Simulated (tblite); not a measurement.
Parent: `[SiH3:1][SiH:2]([SiH3:3])[PH2:4]` with Si1–Si2–P4–H -34° and 59°, H9PSi3.

Structures optimised with GFN2-xTB, isolated species. One conformer each, not checked by frequencies here.

```csv
coordinate of the parent,value
Si1–Si2,2.341 Å
Si2–Si3,2.334 Å
Si2–P4,2.255 Å
Si1–Si2–Si3,118.6°
Si1–Si2–P4,112.0°
Si3–Si2–P4,106.5°
```

**Question.** How does the shared frame change in `[SiH3:1][Si@H:2]([PH2:3])[SiH2:4][C:5]([Cl:6])([Cl:7])[Cl:8]` with Si1–Si2–P3–H 164° and 71°, Si1–Si2–Si4–C5 83°, CH8Cl3PSi3? Atoms pair as Si1 = Si1, Si2 = Si2, Si3 = Si4, P4 = P3 (parent first).

**Answer.** 
| parent | relative | value in the relative | change |
| --- | --- | --- | --- |
| Si1–Si2 | Si1–Si2 | 2.344 Å | +0.003 |
| Si2–Si3 | Si2–Si4 | 2.336 Å | +0.002 |
| Si2–P4 | Si2–P3 | 2.260 Å | +0.005 |
| Si1–Si2–Si3 | Si1–Si2–Si4 | 116.5° | -2.1 |
| Si1–Si2–P4 | Si1–Si2–P3 | 107.5° | -4.5 |
| Si3–Si2–P4 | Si4–Si2–P3 | 107.5° | +1.0 |

Of the parent's bonds, Si2–P4 changes most (+0.005 Å). Bonds of the relative outside the shared frame: Si4–C5 1.949, C5–Cl6 1.769, C5–Cl7 1.781, C5–Cl8 1.776 Å.

**Question.** How does the shared frame change in `[SiH3:1][Si@H:2]([PH2:3])[SiH2:4][CH2:5][Cl:6]` with Si1–Si2–P3–H -79° and -171°, Si1–Si2–Si4–C5 26°, Si2–Si4–C5–Cl6 -58°, CH10ClPSi3? Atoms pair as Si1 = Si4, Si2 = Si2, Si3 = Si1, P4 = P3 (parent first).

**Answer.** 
```json
{"parent": "Si1–Si2", "relative": "Si4–Si2", "value in the relative": "2.345 Å", "change": "+0.004"}
{"parent": "Si2–Si3", "relative": "Si2–Si1", "value in the relative": "2.340 Å", "change": "+0.006"}
{"parent": "Si2–P4", "relative": "Si2–P3", "value in the relative": "2.260 Å", "change": "+0.005"}
{"parent": "Si1–Si2–Si3", "relative": "Si4–Si2–Si1", "value in the relative": "119.7°", "change": "+1.1"}
{"parent": "Si1–Si2–P4", "relative": "Si4–Si2–P3", "value in the relative": "111.4°", "change": "-0.6"}
{"parent": "Si3–Si2–P4", "relative": "Si1–Si2–P3", "value in the relative": "106.3°", "change": "-0.2"}
```

Of the parent's bonds, Si2–Si3 and Si2–P4 change most and about equally (+0.005 to +0.006 Å). Bonds of the relative outside the shared frame: Si4–C5 1.920, C5–Cl6 1.788 Å.

These are computed values.
